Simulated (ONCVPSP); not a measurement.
## Ne (Z = 10): one change to an ONCV potential, before and after

```
Element                 : neon (Ne)
Generator               : ONCVPSP 4.0.1
Type                    : optimised norm-conserving Vanderbilt (ONCV)
Functional              : PBE
Relativity              : non-relativistic
Frozen core             : [He]
Valence charge          : 8
Reference configuration : 2s2 2p5.5 (charge +0.5)
Partial waves           : 2s: rc 0.50 bohr, ncon 3, nbas 8, qcut 10.9 1/bohr, local; 2p: rc 1.30 bohr, ncon 4, nbas 8, qcut 13.2 1/bohr, 2 projectors, debl 2.9 Ha; d scattering state at 0.06 Ha: rc 1.25 bohr, ncon 4, nbas 7, qcut 6.5 1/bohr, 1 projector
Local potential         : the s channel
Core correction         : Teter function, fcfact 5.5, rcfact 1.35
```

All-electron outer shells of the reference configuration (PBE, non-relativistic, ld1.x):

| shell | level (eV) | outermost node (bohr) | outermost maximum (bohr) |
| --- | --- | --- | --- |
| 1s | -840.24 | – | 0.10 |
| 2s | -45.45 | 0.22 | 0.68 |
| 2p | -22.33 | – | 0.61 |

Change: s: qcut 13.2; p: qcut 16; d: qcut 7.9.

Cutoffs: the cutoffs (Ha) at which the residual kinetic energy of the hardest occupied pseudo-wave falls to 1 and 0.1 mHa per electron; they do not see the model core or the augmentation charge, which bear on the density cutoff. Errors are all-electron minus pseudo energies relative to the spin-unpolarised reference configuration.

**Question.** Predict the effect on cutoff, ghosts and configuration errors.

**Answer.** The potential gets softer (102 Ha and 353 Ha → 72 Ha and 197 Ha); of the 4 tests that both files solve, the error grows in 0 and shrinks in 4 by more than 15 % and 0.3 meV (median size 70.5 → 44.5 meV); neither file shows a bound ghost.

| quantity | base | changed |
| --- | --- | --- |
| cutoff, loose | 102 Ha | 72 Ha |
| cutoff, tight | 353 Ha | 197 Ha |
| loose cutoff by channel | s 102 Ha, p 52 Ha | s 72 Ha, p 63 Ha |
| bound ghosts | none | none |
| GHOST(+) flags under 300 eV | none | none |
| error for 2s2 2p6, meV [ΔE -8.88 eV] | +4.1 | +2.5 |
| error for 2s2 2p5, meV [ΔE 13.62 eV] | +8.4 | +5.2 |
| error for 2s2 2p4, meV [ΔE 56.90 eV] | +133 | +84 |
| error for 2s2 2p3, meV [ΔE 124.33 eV] | +582 | +376 |
| s: phases at 0.51 bohr within 0.05 rad from the reference energy up to (Ha; the scan ends near 5) | to the end of the scan | to the end of the scan |
| p: phases at 1.32 bohr within 0.05 rad from the reference energy up to (Ha; the scan ends near 5) | to the end of the scan | to the end of the scan |
| d: phases at 1.27 bohr within 0.05 rad from the reference energy up to (Ha; the scan ends near 5) | to the end of the scan | to the end of the scan |
| rms error of d²Exc/dni dnj with the model core, mHa | 2.04 | 1.96 |
